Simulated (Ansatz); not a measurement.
Consider the cleavage of the Sn–Si bond: `Cl[SiH2][SnH3]` + `C=N` → `C=[N][SnH3]` + `[SiH3]Cl`.

Isolated molecules relaxed with PBE0-D4/def2-TZVP in Ansatz; ΔE leaves out vibrations. CCSD(T)/CBS adds triple-zeta CCSD(T) − MP2 to the extrapolated MP2 energy (def2 sets, frozen cores). This one scheme is used for every species. DFT in def2-TZVPP. HSE06 is defined as in plane-wave codes. def2 core potentials past Kr. For Sn outer-core shells are correlated without core-valence functions, which leaves a few kJ/mol of doubt a bond.

`Cl[SiH2][SnH3]`:

Z-matrix (Å, degrees):
```
Si
Sn 1 2.563
Cl 1 2.065 2 109.3
H 1 1.484 2 111.7 3 -118.9
H 1 1.484 2 111.7 3 118.9
H 2 1.708 1 110.2 3 179.5
H 2 1.705 1 110.0 3 -60.6
H 2 1.705 1 110.0 3 59.6
```

`C=N`:

Z-matrix (Å, degrees):
```
C
N 1 1.261
H 1 1.096 2 124.9
H 1 1.092 2 118.8 3 -180.0
H 2 1.021 1 111.0 3 -0.0
```

`C=[N][SnH3]`:

Z-matrix (Å, degrees):
```
Sn
N 1 2.056
H 1 1.716 2 108.3
H 1 1.703 2 107.1 3 -120.4
H 1 1.703 2 107.1 3 120.4
C 2 1.258 1 119.1 3 -0.0
H 6 1.104 2 125.8 1 -0.0
H 6 1.099 2 119.5 1 -180.0
```

`[SiH3]Cl`:

Cartesian coordinates in Å:
```
Si 0.010 -0.021 0.126
Cl -0.144 0.308 -1.895
H -1.355 -0.100 0.695
H 0.755 1.107 0.731
H 0.734 -1.294 0.343
```

CCSD(T)/CBS gives +33.1 kJ/mol.

Question: Another level gave +43.0 kJ/mol. Which?
A. r2SCAN0/def2-TZVPP
B. HSE06/def2-TZVPP
C. RPA@PBE/def2-TZVPP
D. BHLYP-D4/def2-TZVPP

Answer: B. HSE06 43.0, RPA@PBE/def2-TZVPP 25.5, BHLYP-D4 34.3, r2SCAN0 38.6 kJ/mol.

Largest T1 diagnostic among the species: 0.014.

Leaving LDA and LC-ωPBE aside and taking each functional with its dispersion term where it has one, the values, not all of them listed here, spread over 15.8 kJ/mol, from B2PLYP to HSE06-D4. LDA lies +3.5 kJ/mol from PBE without D4. From r2SCAN to r2SCAN0 (25 % exact exchange), in def2-TZVPP and without D4, ΔE moves by +3.6 kJ/mol.
